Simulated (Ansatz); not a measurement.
Geometry optimisation, RKS PBE-D4/def2-SVP (Ansatz 0.2.0).

Input:

```yaml
crystal:
  periodic: [false, false, false]
  atoms:
    - { symbol: Sn, position_ang: [0.005278, 0.008359, -0.011667] }
    - { symbol: H, position_ang: [0.382616, -1.598219, 0.345306] }
    - { symbol: H, position_ang: [1.350054, -0.423183, -0.938033] }
    - { symbol: Cl, position_ang: [-2.032394, 0.428006, -1.10255] }
    - { symbol: Cl, position_ang: [0.294446, 1.585037, 1.706844] }
basis:
  gaussian: { orbitals: def2-SVP }
hamiltonian:
  xc: pbe
  dispersion: d4
relax:
  f_tol: 0.03
  max_steps: 50
output:
  orbitals: {}
```

Command:

```bash
$ ansatz run input.yaml --threads 1 --pin off --max-ram 2048MiB --backend cpu --events-out ev --progress --plain --runs-dir out
```

Question: Where does it end, and by what steps?

Answer: The run converged. After 5 steps the energy has fallen by 1.012 eV; H3 moved furthest, 0.56 Å.

```json
{"step": "0", "energy less start (eV)": "0.0000", "largest force component (eV/Å)": "1.350", "accepted": "yes"}
{"step": "1", "energy less start (eV)": "-0.5997", "largest force component (eV/Å)": "0.886", "accepted": "yes"}
{"step": "2", "energy less start (eV)": "-0.9063", "largest force component (eV/Å)": "0.611", "accepted": "yes"}
{"step": "3", "energy less start (eV)": "-1.0004", "largest force component (eV/Å)": "0.378", "accepted": "yes"}
{"step": "4", "energy less start (eV)": "-1.0082", "largest force component (eV/Å)": "0.184", "accepted": "yes"}
{"step": "5", "energy less start (eV)": "-1.0124", "largest force component (eV/Å)": "0.005", "accepted": "yes"}
```

```xyz
5
Properties=species:S:1:pos:R:3
Sn 0.133 -0.156 -0.046
H -0.021 -1.691 0.715
H 1.398 0.077 -1.188
Cl -1.911 0.308 -1.139
Cl 0.401 1.461 1.657
```

Whether the end is a true minimum wasn't checked by a vibrational analysis.

The run took 13 s on 1 CPU thread of a shared host.
